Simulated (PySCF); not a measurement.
# Electric properties by functional and basis

Compound: C₄H₁₀Se.
Z-matrix (Å and degrees, PBE0-D3(BJ)/def2-SVP geometry), rows numbered from 1:
```
C 
Se  1  1.9400
C   2  1.9693  1   98.09
C   3  1.5180  2  112.21  1   -66.26
C   3  1.5199  2  107.58  1   169.55
H   1  1.0991  2  110.52  3   -54.95
H   1  1.0985  2  111.65  3    67.95
H   1  1.0984  2  106.92  3  -173.18
H   3  1.1027  2  105.27  1    53.17
H   4  1.1033  3  110.27  2   179.00
H   4  1.0999  3  112.13  2    59.33
H   4  1.1010  3  110.79  2   -61.25
H   5  1.1021  3  111.08  2    62.17
H   5  1.0999  3  111.68  2   -58.59
H   5  1.1017  3  110.17  2  -178.82
```

PySCF, dipoles from the SCF density, polarisabilities from static response with core orbitals frozen. One conformer (not necessarily the lowest) at the PBE0-D3(BJ)/def2-SVP geometry, without solvent, vibrations or thermal averaging. The LDA/def2-SVPD calculation is non-relativistic and has no spin–orbit coupling, an omission that weighs most on selenium.

**Question.** Compare the levels for these properties.

**Answer.** 

| level | μ (D) | α (Å³) | anisotropy (Å³) |
| --- | --- | --- | --- |
| LDA/def2-SVPD | 1.633 | 12.53 | 3.52 |
| PBE/def2-SVPD | 1.590 | 12.38 | 3.47 |
| B3LYP/def2-SVPD | 1.600 | 12.07 | 3.38 |
| PBE0/def2-SVPD | 1.657 | 11.94 | 3.36 |
| BHandHLYP/def2-SVPD | 1.671 | 11.68 | 3.31 |
| CAM-B3LYP/def2-SVPD | 1.630 | 11.85 | 3.30 |
| wB97X-D/def2-SVPD | 1.688 | 11.85 | 3.25 |
| LC-wPBE/def2-SVPD | 1.676 | 11.50 | 3.18 |
| HF/def2-SVPD | 1.835 | 11.36 | 3.21 |
| PBE0/6-31G* | 1.750 | 9.78 | 3.37 |
| PBE0/def2-SVP | 1.519 | 10.04 | 3.68 |
| PBE0/def2-TZVP | 1.618 | 11.43 | 3.75 |

The anisotropy is √(½[(α1 − α2)² + (α2 − α3)² + (α3 − α1)²]). The dipole runs from 1.52 D (PBE0/def2-SVP) to 1.83 D (HF/def2-SVPD). No reference polarisability is at hand; against PBE0 in the largest diffuse basis at hand (def2-SVPD) the other PBE0 rows deviate by 6-31G* -18%, def2-SVP -16%, def2-TZVP -4%. In one basis (def2-SVPD) the functionals order the polarisability from HF (lowest) to LDA (highest), a spread of 10%. With PBE0 the polarisability is 10.41 Å³ without diffuse functions (mean of 6-31G*, def2-SVP and def2-TZVP) and 11.94 Å³ with them (def2-SVPD).
